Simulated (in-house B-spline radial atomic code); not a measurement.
Radial electron density of the fluorine ion F⁺, [He] 2s2 2p4. Computed with an all-electron radial atomic-structure program (B-spline basis): scalar-relativistic (X2C) LDA exchange-only, spin-polarised, spherical fractional occupations, Fermi nucleus of rms radius 2.8976 fm.

Columns: r (bohr), 4πr²n(r) (electrons per bohr), bar.

```
 0.00668   0.2308 #
 0.00781   0.3079 #
 0.00914   0.4102 ##
  0.0107   0.5447 ##
  0.0125   0.7174 ###
  0.0146   0.9396 ####
  0.0171    1.229 ######
  0.0201    1.605 #######
  0.0235    2.059 #########
  0.0275    2.619 ############
  0.0321    3.281 ###############
  0.0376    4.073 ###################
   0.044    4.968 #######################
  0.0515    5.947 ###########################
  0.0602    6.955 ################################
  0.0705     7.94 ####################################
  0.0825    8.793 ########################################
  0.0965    9.406 ###########################################
   0.113    9.674 ############################################
   0.132    9.515 ###########################################
   0.155    8.888 ########################################
   0.181      7.9 ####################################
   0.212    6.673 ##############################
   0.248    5.472 #########################
    0.29    4.547 #####################
   0.339    4.087 ###################
   0.397    4.149 ###################
   0.464    4.619 #####################
   0.543    5.253 ########################
   0.636    5.744 ##########################
   0.744    5.837 ###########################
   0.871    5.429 #########################
    1.02    4.578 #####################
    1.19    3.505 ################
     1.4    2.357 ###########
    1.63    1.448 #######
    1.91    0.765 ###
    2.24   0.3471 ##
    2.62   0.1357 #
    3.06  0.04473 
    3.58  0.01187
```

On this grid the curve has 2 maxima, near 0.113, 0.744 bohr.

The 2p down radial function P(r) = rR(r), positive near the nucleus:

```tsv
r (bohr)	P
0.00668	0.001006
0.00914	0.00185
0.0125	0.00339
0.0171	0.006187
0.0235	0.01132
0.0321	0.02027
0.044	0.03609
0.0602	0.0629
0.0825	0.1074
0.113	0.1776
0.155	0.2824
0.212	0.4243
0.29	0.5965
0.397	0.7723
0.543	0.903
0.744	0.9348
1.02	0.8382
1.4	0.6352
1.91	0.3965
2.62	0.1885
3.58	0.06375
```
